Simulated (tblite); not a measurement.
Run record: tight-binding relaxation, `Br[C@@H]1C[C@@H]2C[CH][C@@H]21` [radical].

Computed with GFN2-xTB geometry optimisation, gas phase (tblite 0.8.0). Start geometry: from a force field or distance geometry. The command runs a driver script over a list of jobs; the input below is this job's line of settings and its coordinates in Å.

Command:
```bash
OMP_NUM_THREADS=1 python probes_run.py task.json out
```

Input:
```
{"job": {"kind": "relax", "xc": "GFN2-xTB", "basis": "xTB"}, "charge": 0, "multiplicity": 2}
Br    -0.411000     2.052000     1.338600
C     -0.929900     0.917900    -0.136300
C     -1.309400    -0.496900     0.243000
C      0.036600    -0.938200    -0.207400
C      1.213400    -0.540300     0.636500
C      1.565000     0.435800    -0.460900
C      0.173600     0.352400    -0.960100
H     -1.728100     1.418600    -0.710400
H     -1.570000    -0.618100     1.301500
H     -2.119000    -0.839600    -0.462600
H      0.109300    -1.873300    -0.781300
H      1.988100    -1.340100     0.708400
H      1.025400    -0.135600     1.637500
H      1.956100     1.415400    -0.145400
H     -0.004300     0.198000    -2.023000
```

Output:
```
step      E/eV     max force
  0    -567.74334    3.287
  1    -568.10057    1.387
  2    -568.23416    0.945
  3    -568.36626    0.707
  4    -568.41479    0.709
  5    -568.45773    0.573
  6    -568.48728    0.450
  7    -568.51580    0.437
  8    -568.53963    0.447
  9    -568.55801    0.319
... (47 lines left out)
 57    -568.72257    0.021
 58    -568.72266    0.023
 59    -568.72272    0.017
 60    -568.72278    0.019
 61    -568.72282    0.015
 62    -568.72285    0.011
 63    -568.72287    0.010
 64    -568.72289    0.013
 65    -568.72290    0.012
 66    -568.72292    0.008
```

«max force» is the largest atomic force in eV/Å.

Q: From which step on does the largest force stay under 0.1 eV/Å, and how much energy is left to gain from there?

A: From step 51 (0.077 eV/Å), 3.6 meV above the end.

Summary of the converged run: energy lowered by 22.6 kcal/mol over 66 steps; largest atomic force 0.008 eV/Å at the end.

Q: Where do the atoms end?

A: 0.421 Å rms from the input after alignment:
```
atom  x, y, z in Å
Br1   -0.9284    2.4785    0.8666
C2    -1.0780    0.9248   -0.3039
C3    -1.2705   -0.4238    0.3942
C4     0.0026   -0.9576   -0.2785
C5     1.2785   -0.7559    0.5604
C6     1.4509    0.5635   -0.0972
C7     0.2490    0.4229   -0.9400
H8    -1.8490    1.1717   -1.0326
H9    -1.2207   -0.3878    1.4810
H10   -2.1870   -0.9329    0.1002
H11   -0.0878   -1.8770   -0.8485
H12    2.0728   -1.4770    0.3406
H13    1.1392   -0.7485    1.6462
H14    2.0938    1.3964    0.1008
H15    0.3304    0.6107   -2.0112
```

Time: 0.33 s of wall time. Hardware: one thread of an Arm Neoverse V2 (shared host).
Labels such as C1 count atoms from 1, the log's own numbers from 0.
